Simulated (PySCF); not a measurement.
Geometry:
```tsv
atom	x (Å)	y (Å)	z (Å)
Si1	3.446	0.223	0.350
O2	1.920	0.024	0.874
C3	0.712	0.040	0.276
C4	0.506	0.302	-1.017
Si5	-1.249	0.290	-1.656
C6	-2.137	-0.159	-0.038
C7	-1.372	-1.322	0.610
C8	-0.423	-0.269	1.209
C9	-1.569	0.748	1.064
H10	3.617	1.518	-0.312
H11	4.139	0.142	1.625
H12	3.812	-0.846	-0.583
H13	1.359	0.514	-1.645
H14	-1.472	-0.737	-2.681
H15	-1.686	1.608	-2.134
H16	-3.222	-0.253	-0.083
H17	-1.950	-1.828	1.384
H18	-0.922	-2.065	-0.047
H19	-0.034	-0.452	2.212
H20	-2.197	0.776	1.954
H21	-1.285	1.764	0.791
```

Theoretical values (PySCF): shieldings: GIAO PBE0/pcSseg-1, geometry: GFN2-xTB. No solvent, one averaged value for each set of equivalent atoms, a single conformation, non-relativistic Hamiltonian.

Question: List the cross peaks expected in HSQC, COSY and HMBC spectra.

Answer: 

HSQC (one-bond C–H):
```
            δH            δC
    4.03 (H13)     81.3 (C4)
2.67 (H17/H20)  36.0 (C7/C9)
    2.49 (H19)     43.0 (C8)
    1.84 (H16)     17.1 (C6)
1.80 (H18/H21)  36.0 (C7/C9)
```

COSY cross peaks (H two or three bonds apart, from the bond graph; peaks can be absent where the dihedral angle is near 90°):
```
            δH              δH
4.58 (H14/H15)      4.03 (H13)
4.58 (H14/H15)      1.84 (H16)
2.67 (H17/H20)      2.49 (H19)
2.67 (H17/H20)      1.84 (H16)
2.67 (H17/H20)  1.80 (H18/H21)
    2.49 (H19)  1.80 (H18/H21)
    1.84 (H16)  1.80 (H18/H21)
```

HMBC (two and three bonds, from the bond graph):
```
                δH                                              δC
4.93 (H10/H11/H12)                                      187.8 (C3)
    4.58 (H14/H15)  187.8 (C3), 81.3 (C4), 36.0 (C7/C9), 17.1 (C6)
        4.03 (H13)                187.8 (C3), 43.0 (C8), 17.1 (C6)
    2.67 (H17/H20)  187.8 (C3), 43.0 (C8), 36.0 (C7/C9), 17.1 (C6)
        2.49 (H19)  187.8 (C3), 81.3 (C4), 36.0 (C7/C9), 17.1 (C6)
        1.84 (H16)              81.3 (C4), 43.0 (C8), 36.0 (C7/C9)
    1.80 (H18/H21)  187.8 (C3), 43.0 (C8), 36.0 (C7/C9), 17.1 (C6)
```

δ = σ(ref) − σ, references computed at the same level: 1H (σref 31.72), 13C (σref 186.93) against TMS.

Shifts are as computed. Against solution values, carbons near 30 ppm lie about +3 ppm off and those near 130 ppm about +5 ppm. Of 1211 compounds with measured shifts, 218 miss one by over three times the rms of a fit or turn the order of signals round; such compounds aren't used in these exercises.
